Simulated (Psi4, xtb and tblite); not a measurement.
Internal rotation in SMILES CC(C)/C=C\[Si](Cl)(Cl)Cl (C5H9Cl3Si). Scanned: dihedral C1–C2–C4–C5; all other coordinates were relaxed at GFN2-xTB. Heavy atoms are numbered in the order of the SMILES CC(C)/C=C\[Si](Cl)(Cl)Cl, hydrogens after them in the order of the atoms that carry them; the mirror image has the same energies with the sign of each dihedral reversed.

- GFN2-xTB (xtb and tblite)
- PBE-D3(BJ)/def2-SVP // GFN2-xTB (Psi4)

Energies relative to the lowest point of each profile, in kcal/mol:

| φ / ° | GFN2-xTB |
|---|---|
| -150 | 0.6 |
| -120 | 0.0 |
| -90 | 0.5 |
| -60 | 2.2 |
| -30 | 4.1 |
| 0 | 4.2 |
| 30 | 3.5 |
| 60 | 4.3 |
| 90 | 3.4 |
| 120 | 4.1 |
| 150 | 4.2 |
| 180 | 2.4 |

**Question.** Estimate the PBE-D3(BJ)/def2-SVP values at these points.

**Answer.** -150: 0.9; -120: 0.0; -90: 0.8; -60: 2.4; -30: 3.9; 0: 3.3; 30: 3.0; 60: 4.5; 90: 3.0; 120: 3.2; 150: 3.9; 180: 2.8 (kcal/mol).
